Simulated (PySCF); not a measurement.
# Correlation energy of Pb (lead, neutral)

[Xe] 4f14 5d10 6s1 6p3, high-spin 5S determinant (an excited configuration). Calculation: PySCF 2.14, in aug-cc-pVTZ-PP with one added diffuse shell each of d, f type with ECP60MDF (6s5p5d3f, 67 functions); scalar relativity through the core potential. Frozen: 5s2 5p6 5d10; 4 electrons correlated.

MP2 pair energies summed by pair of shells (mhartree):

```json
{"pair": "6p-6p", "energy": "-10.59", "share (%)": "76.2"}
{"pair": "6s-6p", "energy": "-3.31", "share (%)": "23.8"}
```

Total MP2 correlation energy: -13.90 mhartree.

Same-spin part -13.90 and opposite-spin part 0.00 mhartree; SCS-MP2 scales them by 1/3 and 6/5 to -4.63 mhartree.

Spin-orbit coupling is strong in this species, so the high-spin LS determinant is a model state.
